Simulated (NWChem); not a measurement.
System: CH3BeClO; SMILES C[O][Be][Cl]

```xyz
7

Be     0.0048    -0.1614     0.0001
Cl    -0.0015    -1.9845    -0.0001
O      0.0108     1.2192     0.0005
C     -0.0072     2.6079    -0.0003
H      0.7621     3.0039     0.6750
H      0.1859     2.9959    -1.0087
H     -0.9841     2.9816     0.3323
```
Atoms are numbered in this order, from 1.

Results from NWChem. Pople sets run with spherical d functions. Geometry: optimised at B3LYP/6-31G* (spherical d). Total energies compare along this basis series because the functional is fixed.

```
level            basis functions  energy (Ha)  highest occupied level (eV)  orbital gap (eV)  dipole (D)
---------------  ---------------  -----------  ---------------------------  ----------------  ----------
TPSS/STO-3G                   27    -583.5735                        -4.89              7.95        3.92
TPSS/3-21G                    46    -587.3270                        -6.99                 …           …
TPSS/6-31G*                   66    -590.2227                        -7.01              7.20        2.94
TPSS/6-31+G*                  82    -590.2302                        -7.18              6.37        2.78
TPSS/6-311G**                 98    -590.2940                        -7.15              6.79        2.86
TPSS/6-311++G**              117    -590.2965                        -7.19              6.37        2.67
```

### Question
What belongs in the gaps?

### Answer

- TPSS/3-21G, orbital gap (eV): 7.00
- TPSS/3-21G, dipole (D): 3.75
